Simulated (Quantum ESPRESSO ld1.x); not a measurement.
The numbers below are computed, except where a source is named.
Question: Species: the holmium ion Ho9+. Configuration: [Kr] 4d10 4f9 5s2 5p1 (the NIST ground configuration). Code: ld1.x of Quantum ESPRESSO 7.5. Model: scalar-relativistic Kohn-Sham, PBE, spin-unpolarised, spherical densities, point nucleus. Some entries of the table are withheld. Estimate them.

orbital,occ.,eigenvalue (Ry),<r> (bohr),<r^2> (bohr^2)
1s,2,-4090.52,0.02074,0.0005880
2s,2,-693.472,0.08808,(1)
2p,6,-615.585,(2),(3)
3s,2,-163.480,0.2298,0.06035
3p,6,-139.681,0.2288,0.06068
3d,10,-109.509,0.2078,0.05069
4s,2,-41.0607,0.5175,0.3021
4p,6,-33.2048,(4),(5)
4d,10,-22.5808,0.5894,0.4019
5s,2,-13.3795,1.150,1.474
5p,1,-11.1341,1.270,1.800
4f,9,-10.8338,0.6963,0.5912

Answer: 
(1) 2s <r^2> (bohr^2): 0.009167
(2) 2p <r> (bohr): 0.07806
(3) 2p <r^2> (bohr^2): 0.007440
(4) 4p <r> (bohr): 0.5477
(5) 4p <r^2> (bohr^2): 0.3409
